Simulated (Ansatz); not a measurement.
Ansatz (a quantum-chemistry and plane-wave program) input (PBE0/def2-QZVPP):
A basis named .json is the Basis Set Exchange file of that set.

Ansatz 0.2 input:
```yaml
crystal:
  periodic: [false, false, false]
  atoms:
    - {symbol: C, position_ang: [1.90359175, 0.42503842, -0.27328634]}
    - {symbol: N, position_ang: [0.69711286, 0.61282021, 0.45872674]}
    - {symbol: B, position_ang: [-0.50893533, -0.09882326, 0.10302764]}
    - {symbol: O, position_ang: [-0.47964921, -1.45848447, -0.04558298]}
    - {symbol: O, position_ang: [-1.70198473, 0.56803125, -0.02987894]}
    - {symbol: H, position_ang: [2.76544707, 0.85238398, 0.24244734]}
    - {symbol: H, position_ang: [2.08366712, -0.64140505, -0.47253242]}
    - {symbol: H, position_ang: [1.82991617, 0.89857665, -1.26526955]}
    - {symbol: H, position_ang: [-1.35794410, -1.83759153, -0.16022325]}
    - {symbol: H, position_ang: [-1.62467864, 1.50580594, 0.17276603]}
basis:
  gaussian:
    orbitals: def2-QZVPP.json
hamiltonian:
  xc: {name: PBE0}
magnetization: {spin_polarized: true, initial_magnetization: 1}
```

End of the output:

```
integrals: 0.43 GiB planned
1217 factors; their error is unknown
0.62 GiB of the device are held for the grids
2.49 GiB of device memory are held for the factors and their scratch space
mean field: 3.93 GiB planned
mean field evaluation 1: about -7365.6254 eV, gradient 5.4e1 eV
mean field evaluation 2: about -7358.3606 eV, gradient 7.0e1 eV
mean field evaluation 4: about -7375.8723 eV, gradient 3.0e0 eV
mean field evaluation 8: about -7375.9104 eV, gradient 1.2e-1 eV
mean field evaluation 16: about -7375.9125 eV, gradient 1.6e-3 eV
mean field -7375.91253289 eV, -271.0597860107 hartree, gradient 3.9e-5 eV, S^2 0.754575; 2 other end points of the search recorded, 0 dependent functions left out
reference -7375.91257056 eV, -271.0597873948 hartree; 20, 19 occupied and 415, 416 virtual orbitals, 1217 factors
Total energy: -7375.91257056 eV, -271.0597873948 hartree
```

It need not be the lowest isomer of its formula.
